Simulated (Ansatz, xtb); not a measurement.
# Isomers of C5H4OS2 in order of energy

3 gas-phase structures of C5H4OS2, from a drawn sample of its isomers (lower ones may exist). Each was relaxed with GFN2-xTB:

A. `O=C1C=CSC(=S)C1`, a singlet
B. `OC1=CC(=S)SC=C1`, a singlet
C. `O=C1C=CSC(S)=C1`, a singlet

Question: Make a reasoned guess at their ranking by r2SCAN-D4/def2-SVP single-point energy.

Answer: Calculated order at r2SCAN-D4/def2-SVP: B (0.000), C (0.145), A (0.241) eV.

Energies above the lowest of each column, in eV; the last columns are at PBE0-D3(BJ)/def2-SVP geometries:

| structure | GFN2-xTB | HF/STO-3G | r2SCAN-D4/def2-SVP | PBE0-D3(BJ)/def2-SVP | CCSD(T)/def2-SVP + ΔMP2/def2-TZVPP |
| --- | --- | --- | --- | --- | --- |
| B | 0.000 | 0.514 | 0.000 | 0.000 | 0.000 |
| C | 0.299 | 0.000 | 0.145 | 0.110 | 0.013 |
| A | 0.401 | 0.286 | 0.241 | 0.217 | 0.170 |

CCSD(T)/def2-SVP + ΔMP2/def2-TZVPP has B and C within 1 kcal/mol of each other at the bottom, and every level picks one of them. Flexible structures stand in one conformer each, not always the lowest. The ΔMP2 step shifts differences by up to 0.221 eV, which makes them less sure. ΔMP2 is the change of the MP2 energy from the smaller to the larger basis.

Programs: Ansatz 0.2.0, xtb 6.7.1.
